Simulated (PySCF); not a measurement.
Cl2HHfO, neutral, multiplicity 2. Atoms are numbered in the order given.

```xyz
5

Hf     0.0000     0.0000     0.1828
Cl     0.0000     2.0677    -0.9684
Cl     0.0000    -2.0677    -0.9684
O      0.0000     0.0000     2.0893
H      0.0000     0.0000     3.0487
```
Charge 0, spin multiplicity 2.

Coordinates come from a B3LYP-D3(BJ)/def2-SVP optimisation. The multiplicity is an assumed one; other spin states were not compared. The isomer is the one that the SMILES or the coordinates give; other isomers of the formula were not compared. The def2 effective core potentials stand for the cores of Hf; spin–orbit coupling is left out. One conformer was computed; it need not be the lowest.

Method: PBE0/def2-TZVPD (PySCF).

Gas-phase values at a fixed geometry.

```
Quantity                                                                                                         Value
---------------------------------------------------------------------------------------------  -----------------------
total energy                                                                                       -1044.11357 hartree
point group                                                                                                        C2v
α spin, highest occupied and lowest empty level                                                     -5.75 and -1.82 eV
β spin, highest occupied and lowest empty level                                                     -9.30 and -2.18 eV
dipole moment                                                                                                   2.82 D
quadrupole, principal values (traceless, Buckingham form, about the centre of nuclear charge)   -10.19, 1.18, 9.01 D·Å
mean static polarisability                                                                       79.5 bohr³ (11.78 Å³)
polarisability, principal values                                                                75.5, 78.5, 84.6 bohr³
⟨S²⟩                                                                                           0.753 (pure state 0.75)
```
